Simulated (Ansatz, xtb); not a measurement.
Two structures of CHAgN

We compare X, a doublet given by its coordinates, with Y, `N=[C][Ag]`, a doublet. Both are gas-phase species (loosely bound parts included), relaxed with PBE0-D4/def2-TZVP.

X (Å):

```json
{"atom": "C", "x (Å)": "-1.2924", "y (Å)": "0.0994", "z (Å)": "1.8643"}
{"atom": "Ag", "x (Å)": "2.3058", "y (Å)": "-0.6069", "z (Å)": "2.1086"}
{"atom": "N", "x (Å)": "-0.2927", "y (Å)": "0.2756", "z (Å)": "2.3962"}
{"atom": "H", "x (Å)": "-2.2192", "y (Å)": "-0.0732", "z (Å)": "1.3598"}
```

Close contacts (Å): C1–N3 1.15, Ag2–N3 2.76, C1–H4 1.07.

Y (Å):

```yaml
atoms:
  - { symbol: C, position_ang: [-0.6470, -0.2083, 2.4164] }
  - { symbol: Ag, position_ang: [1.0972, -1.2445, 3.2959] }
  - { symbol: N, position_ang: [-0.9618, 0.3351, 1.4319] }
  - { symbol: H, position_ang: [-1.0104, 0.7458, 0.5225] }
```

Problem. Estimate E(Y) − E(X) at the level CCSD(T)/def2-TZVP.

Solution. Calculated at CCSD(T)/def2-TZVP: E(Y) − E(X) = +11.3 kcal/mol, so structure X lies lower.

The same difference at several levels:

```csv
level,geometry,E(Y) − E(X) (kcal/mol),departure from the last row (kcal/mol),"job, with rough time for the two"
PBE0-D4/def2-TZVP,PBE0-D4/def2-TZVP,+9.2,−2.1,"optimisation, 46 s"
HF/def2-TZVP,PBE0-D4/def2-TZVP,+18.4,+7.1,part of the CCSD(T) run
MP2/def2-TZVP,PBE0-D4/def2-TZVP,+12.7,+1.4,part of the CCSD(T) run
CCSD(T)/def2-TZVP,PBE0-D4/def2-TZVP,+11.3,,"single point, 85 s"
```

None of the levels shown reverses the order. The largest departure from CCSD(T)/def2-TZVP is that of HF/def2-TZVP, 7.1 kcal/mol. Levels run at GFN2-xTB geometries aren't shown.

With harmonic frequencies from PBE0-D4/def2-TZVP (ideal gas, rigid rotor, one conformer each, 298.15 K, 1 atm): on the last row, ΔE + ΔZPE = +10.9 kcal/mol. A mode under 50 cm⁻¹ makes harmonic enthalpies and free energies unreliable, so none is given.

Open shells are spin-unrestricted. The correlated steps freeze 2 core orbitals; the last core shell of Ag is correlated, in a basis made for valence electrons. Atoms past krypton carry core potentials in the def2 sets and no spin–orbit term is included. Programs: Ansatz 0.2.0; the last row on 2 threads of Arm Neoverse V2 on a shared host.
